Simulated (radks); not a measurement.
Excited configurations of neutral indium: one electron is placed in a higher orbital outside [Kr] 4d10 5s2. The ground configuration is [Kr] 4d10 5s2 5p1. Calculated with a radial shooting solver on a logarithmic mesh with Libxc functionals: scalar-relativistic Kohn-Sham, PBEsol, spin-polarised, spherical densities, finite nucleus; open shells are filled with parallel spins first (spin-orbit coupling, left out, can overturn this in heavy ions); Fermi nuclear charge, rms radius 4.6156 fm. Excitation = E - E(ground); binding = E(ion) - E, where the ion is the core of charge +1; n* = 1/sqrt(2 binding) in atomic units, and the quantum defect is n - n*.

| outer orbital | excitation (eV) | binding (eV) | n* | eigenvalue (eV) | <r> (bohr) |
|---|---|---|---|---|---|
| 5d | 3.825 | 1.710 | 2.821 | -0.775 | 9.314 |
| 5f | 4.878 | 0.656 | 4.554 | -0.390 | 28.67 |
| 6s | 2.670 | 2.864 | 2.180 | -1.750 | 7.577 |
| 6p | 3.506 | 2.028 | 2.590 | -1.178 | 9.917 |
| 6f | 5.057 | 0.477 | 5.340 | -0.306 | 42.92 |
| 7s | 4.070 | 1.464 | 3.048 | -0.913 | 15.22 |
| 7p | 4.399 | 1.135 | 3.462 | -0.712 | 18.78 |
| 7d | 4.806 | 0.729 | 4.321 | -0.455 | 28.69 |

The Delta-SCF ionisation energy is 5.534 eV (NIST Atomic Spectra Database: 5.786 eV, measured). Self-interaction in the functional shifts the binding energies and quantum defects, so they are the method's values and not measured ones. Open shells are spherical and high-spin; term and fine-structure splittings are not resolved. Spin-orbit splitting is averaged out at the scalar-relativistic level.
